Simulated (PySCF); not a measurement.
**Question.** Give a PBE0-D3(BJ)/def2-SVP geometry of `FC=C=C=C=C(F)B(C)C`.

**Answer.** 
```xyz
17
C7H7BF2 angstrom
C     -1.0857    1.4958   -0.2636
B     -1.6042    0.0322   -0.0669
C     -3.1273   -0.3199    0.0060
C     -0.5725   -1.1454    0.0745
F     -1.0648   -2.3926    0.1570
C      0.7451   -0.9695    0.1219
C      1.9915   -0.6889    0.1634
C      3.2418   -0.4059    0.2061
C      4.5255   -0.1157    0.1893
F      5.2221    0.1640    1.2842
H     -0.0625    1.6787    0.0948
H     -1.0765    1.6784   -1.3563
H     -1.7699    2.2468    0.1601
H     -3.3896   -0.2868    1.0827
H     -3.7736    0.4171   -0.4933
H     -3.3707   -1.3366   -0.3340
H      5.1302   -0.0803   -0.7236
```

Orientation and origin are arbitrary. Atoms count from 1 in this order. Of the pairs four or more bonds apart, C6···H11 is among the closest relative to their van der Waals radii: 2.77 Å, 95 % of the sum of Bondi's values. B2 (three-coordinate boron) is planar (angles 122.6°, 119.6° and 117.8°, sum 360.0°, 0.00 Å off the plane of its three neighbours). The C–C distances run from 1.278 Å (C6=C7, drawn double) to 1.330 Å (C4=C6, drawn double), a spread of 0.052 Å.

Bonds between heavy atoms (Å): C1–B2 1.565, B2–C3 1.565, B2–C4 1.572, C4–F5 1.343, C4=C6 1.330, C6=C7 1.278, C7=C8 1.283, C8=C9 1.316, C9–F10 1.328.

Level of theory: PBE0-D3(BJ)/def2-SVP geometry optimisation, gas phase (PySCF 2.14.0).

Point group: C1 (no symmetry element, even within 0.4 Å). Not checked by PBE0-D3(BJ)/def2-SVP frequencies.
